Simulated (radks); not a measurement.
Question: Calculated with a radial shooting solver on a logarithmic mesh with Libxc functionals: scalar-relativistic Kohn-Sham, PBE, spin-polarised, spherical densities, point nucleus; open shells are filled with parallel spins first (spin-orbit coupling, left out, can overturn this in heavy ions). Each species is in its NIST ground configuration. Rank Sm, La, Yb, Er, Nd, Lu, Ho, Tm, Tb, Eu, Ce, Pm, Gd, Dy, Pr by mean radius of the outermost orbital (bohr), largest first.

Answer: Pr 4.56, Nd 4.51, La 4.48, Pm 4.46, Ce 4.42, Sm 4.42, Eu 4.37, Tb 4.21, Dy 4.15, Gd 4.12, Ho 4.09, Er 4.03, Tm 3.98, Yb 3.93, Lu 3.68.
